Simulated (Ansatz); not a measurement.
Born–Oppenheimer molecular dynamics of FH$_{5}$NO$_{3}$Ta (11 atoms, charge 0, multiplicity 1). It starts from a relaxed structure.

The calculation used RKS PBE0/def2-SVP (Ansatz).

```json
{"ensemble": "NVE (velocity Verlet)", "time step": "0.5 fs", "steps asked": "100", "starting velocities drawn for": "50 K", "seed": "99665"}
```

First frame:

```xyz
11
Properties=species:S:1:pos:R:3
Ta -0.061 -0.033 0.000
N 1.908 0.079 -0.008
H 2.476 0.086 0.833
H 2.468 0.204 -0.845
O -0.035 -0.304 1.902
H -0.215 -1.025 2.509
O -0.120 -0.118 -1.901
H -0.311 -0.705 -2.635
O -0.914 1.670 0.131
H -1.027 2.180 0.939
F -0.979 -1.720 -0.040
```

Task: How far do the bonds stretch over the last three quarters of this one trajectory? (Pairs bonded in most of those frames.)

Result: 
| bond | mean (Å) | spread (Å) | shortest | longest |
| --- | --- | --- | --- | --- |
| Ta1–N2 | 1.967 | 0.004 | 1.96 | 1.97 |
| Ta1–O5 | 1.926 | 0.008 | 1.91 | 1.94 |
| Ta1–O7 | 1.905 | 0.006 | 1.90 | 1.91 |
| Ta1–O9 | 1.911 | 0.011 | 1.89 | 1.92 |
| Ta1–F11 | 1.925 | 0.005 | 1.91 | 1.93 |
| N2–H3 | 1.015 | 0.004 | 1.01 | 1.02 |
| N2–H4 | 1.015 | 0.004 | 1.01 | 1.02 |
| O5–H6 | 0.959 | 0.005 | 0.95 | 0.97 |
| O7–H8 | 0.958 | 0.006 | 0.95 | 0.97 |
| O9–H10 | 0.962 | 0.004 | 0.96 | 0.97 |

Mean temperature of the second half: 19 K. The conserved energy stayed within 0.018 meV per atom of its start (net change 0.0027 meV per atom), so the integration is sound. A run of 0.05 ps of so small a system gives no equilibrium averages.

Time of the run: 11 min on 2 threads of AMD EPYC 7R43 64-Core Processor (Zen 3), with other jobs on the host, peak memory 0.33 GiB.
